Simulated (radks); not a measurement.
Species: Kr7+. Configuration: [Ar] 3d10 4s1. Calculated with a radial shooting solver on a logarithmic mesh with Libxc functionals: Dirac Kohn-Sham, exchange-only PBE, spin-unpolarised, spherical densities, finite nucleus; Fermi nuclear charge, rms radius 4.1884 fm.

Normalised radial functions P(r) = r R(r) (large component), r in bohr:

```
   r/bohr * 3p3/2, o 4s1/2 (the largest magnitude, 1.46, reaches the edge; | marks zero, & curves that meet)
 0.002048                             *o
 0.002645                             *o
 0.003389                             *o
 0.004378                             * o
 0.005656                             * o
 0.007306                             *  o
 0.009437                             |* o
  0.01209                             |* o
  0.01562                             | * o
  0.02018                             |  *o
  0.02607                             |   &
  0.03367                             |  o  *
  0.04315                             | o     *
  0.05574                             o          *
    0.072                          o  |             *
    0.093                        o    |              *
   0.1201                       o     |             *
    0.154                        o    |        *
   0.1989                           o |*
   0.2569                  *          |   o
   0.3318        *                    |        o
   0.4286  *                          |         o
   0.5537   *                         |    o
   0.7096          *              o   |
   0.9166               o  *          |
    1.184          o             *    |
    1.529             o              *|
    1.976                   o         *
    2.532                         o   *
     3.27                            o*
    4.224                             &
```

3p3/2: eigenvalue -303.70 eV, 1 radial node at r = 0.201 bohr, <r> = 0.541 bohr, 90 % of the charge inside 0.823 bohr. 4s1/2: eigenvalue -117.76 eV, 3 radial nodes at r = 0.0530, 0.216, 0.634 bohr, <r> = 1.33 bohr, 90 % of the charge inside 1.92 bohr.
